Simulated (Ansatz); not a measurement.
`ClC[SiH2]Cl` + PH₃ → `P[SiH2]Cl` + `CCl` at 298.15 K and 1 bar (ligand exchange at the Si–C bond).

Computed with Ansatz on PBE0-D4/def2-TZVP structures; ΔE is electronic, products minus reactants. CCSD(T)/CBS adds triple-zeta CCSD(T) − MP2 to the extrapolated MP2 energy (def2 sets, frozen cores). This one scheme is used for every species. Each species was taken in one conformer, which may not be the lowest.

| species | CCSD(T)/CBS energy (Eh) | H − E (kJ/mol) | S (J/(mol·K)) |
| --- | --- | --- | --- |
| `ClC[SiH2]Cl` | -1249.14529 | 141.8 | 331.0 |
| PH₃ | -342.72256 | 73.1 | 210.2 |
| `P[SiH2]Cl` | -1092.24436 | 112.1 | 313.7 |
| `CCl` | -499.63220 | 109.7 | 234.1 |

H − E and S are ideal-gas, rigid-rotor, harmonic terms from PBE0-D4/def2-TZVP, for one conformer and one mirror image of each species. 1 Eh = 2625.50 kJ/mol, R = 8.31446 J/(mol·K).

Problem. By hand: ΔE, ΔH, ΔS and ΔG.

Solution. ΔE = (-1092.24436) + (-499.63220) − (-1249.14529) − (-342.72256) = -0.00871 Eh = -22.9 kJ/mol. Δ(H − E) = 112.1 + 109.7 − 141.8 − 73.1 = 6.9, so ΔH = -16.0 kJ/mol. ΔS = 313.7 + 234.1 − 331.0 − 210.2 = 6.6 J/(mol·K). ΔG = -16.0 − 298.15 × (6.6)/1000 = -18.0 kJ/mol.

Problem. By hand: the equilibrium constant, and the temperature at which ΔG would vanish if ΔH and ΔS stayed fixed.

Solution. log₁₀ K = −ΔG/(RT ln 10) = 3.2. ΔH and −TΔS have one sign here, so there is no such temperature.

The number of gas molecules stays the same, so ΔS is small and ΔH decides. A doubt of 5 kJ/mol in ΔE shifts log₁₀ K by 0.9 here. Other conformers and mirror images would add mixing entropy, several J/(mol·K) or more a flexible species. These are equilibria of isolated gas molecules and say nothing of rates. Largest T1 diagnostic: 0.013 (customary marks: 0.02 for closed shells, 0.045 for open ones).

ΔS is within the doubt of such terms, so its sign, and with it that verdict, could turn.
